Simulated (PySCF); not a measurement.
Level of theory: TPSSh-D3(BJ)/def2-TZVP // r2SCAN-D4/def2-SVP (PySCF). Gas-phase values, no solvent. One relaxed conformer stands for a flexible species; it need not be the lowest. 

Reference species: [Zr(NH2)4] (neutral, multiplicity 1).

```
Property                                Result
-------------------------------------  -------
charge on the central atom (Mulliken)   1.73 e
HOMO–LUMO gap                          5.61 eV
```

Changed species: [Zr(Br)4] (4 of 4 NH2 replaced by Br; the reference has 0 of 4 NH2 replaced by Br).

### Question
Give the shifts of the charge on the central atom (Mulliken) and HOMO–LUMO gap.

### Answer
the charge on the central atom (Mulliken) decreases by 0.45 e, to 1.28 e; the HOMO–LUMO gap falls by 0.63 eV, to 4.98 eV.
